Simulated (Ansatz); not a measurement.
**Two structures, one formula**

The two ends of one reaction step of BSiH₅F₂, closed shell (PBE0-D4/def2-TZVP).

A:

```
9
angstrom
B -0.9807 -1.8038 0.3158
Si 0.8079 1.4342 -0.2435
F -1.1866 -1.7399 -0.9807
F -1.7289 -1.0567 1.0967
H 1.0345 0.0458 0.2416
H -0.1571 -2.5339 0.7710
H -0.6015 1.5721 -0.6839
H 1.0890 2.3815 0.8634
H 1.7234 1.7007 -1.3804
```

B:

```
9
angstrom
B -1.0790 -0.4115 -0.1802
Si 0.1316 1.2156 -0.3306
F -1.2218 -1.2662 -1.1758
F -1.7834 -0.6606 0.9076
H 1.4615 -1.9635 0.6074
H 1.2335 -1.7900 1.2973
H -0.6468 2.3358 -0.9257
H 0.6159 1.6261 1.0121
H 1.2885 0.9144 -1.2123
```

Ansatz 0.2.0; basis: def2-TZVPP; cores frozen in the correlated methods. B3LYP uses VWN-RPA correlation.

Problem. Which structure is lower at CCSD(T), and by how much? (Judge from chemistry; the value comes from the calculation.)

Solution. Computed: A, by 0.516 eV (electronic energy, against the other). By their contacts, A is a complex of BHF₂ ([F][BH][F]) + SiH₄ and B is a complex of BSiH₃F₂ ([F][B]([F])[SiH3]) + H₂.

All methods give the same order:

| method | E(B) − E(A) (eV) |
| --- | --- |
| SPW92 | 0.377 |
| PBE-D4 | 0.358 |
| BLYP-D4 | 0.432 |
| r2SCAN-D4 | 0.436 |
| B97M-V | 0.488 |
| PBE0-D4 | 0.432 |
| B3LYP-D4 | 0.492 |
| r2SCAN0-D4 | 0.487 |
| BHLYP-D4 | 0.579 |
| CAM-B3LYP-D4 | 0.532 |
| wB97X-V | 0.480 |
| wB97M-V | 0.509 |
| B2PLYP | 0.536 |
| PBE-QIDH | 0.506 |
| RPA on PBE | 0.520 |
| HF | 0.740 |
| MP2 | 0.534 |
| CCSD | 0.557 |
| CCSD(T) | 0.516 |

T1 diagnostic: at most 0.014.

Labels in which every atom is bracketed show which atoms are joined, not bond orders.

For scale, one of the runs: CCSD(T)/def2-TZVPP, 205 basis functions, launched by `ansatz run in.yaml --threads 4 --pin off --events-out ev --progress --plain --max-ram 9574MiB`. Hardware: 4 CPU threads of an Arm Neoverse V1, shared host. Wall time 57 s; peak host memory 2.7 GiB.
